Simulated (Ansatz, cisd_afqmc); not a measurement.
System: Si$_{2}$H$_{2}$, charge 0, singlet. A triplet may lie lower; no result for it is given here. Si2H2 (SMILES [SiH2]=[Si]).
B3LYP-D3(BJ)/def2-TZVP minimum from Ansatz (a program for electronic structure):
```xyz
4

Si    -0.9487     0.0742     0.1950
Si     1.1997    -0.0938    -0.2466
H     -1.7230     1.3334     0.0715
H     -1.7910    -1.0587     0.6507
```

Total energies in cc-pV(D+d)Z, 10 correlated electrons, 10 frozen orbitals. Radicals and triplets start from unrestricted determinants; spin-orbit coupling is neglected. Cores are frozen in correlated methods. No relativity. AFQMC is phaseless with a CISD trial state; ± is one standard error, without the phaseless bias. Outlying blocks are dropped, and bars are widened where a walk drifts. Over all cases where full CI ran beside it in this data, AFQMC minus full CI had a median of +0.1 mEh and passed +0.4 mEh in a tenth of the cases. The restricted determinant of H2Si2 ([Si]=[SiH2], singlet) is unstable towards broken spin symmetry in at least one set run.

The bar of a AFQMC/CISD walk is widened from 0.30 to 0.38 mEh, since its error had not levelled off in the blocking analysis.

| method | program | energy (Eh) | minus CCSDTQ (mEh) |
|---|---|---|---|
| HF | Ansatz | -578.92539 | 223.94 |
| MP2 | Ansatz | -579.09687 | 52.46 |
| CCSD | Ansatz | -579.13799 | 11.34 |
| CCSD(T) | Ansatz | -579.14704 | 2.29 |
| CCSDT(Q) | Ansatz | -579.14928 | 0.05 |
| CCSDTQ | Ansatz | -579.14933 | 0.00 |
| AFQMC/CISD | cisd_afqmc | -579.1480 ± 0.0004 | 1.3 ± 0.4 |

Rough core times of Ansatz's runs on a shared machine: CCSD(T) under 20 s, CCSDT(Q) 40 s, CCSDTQ 10 min.
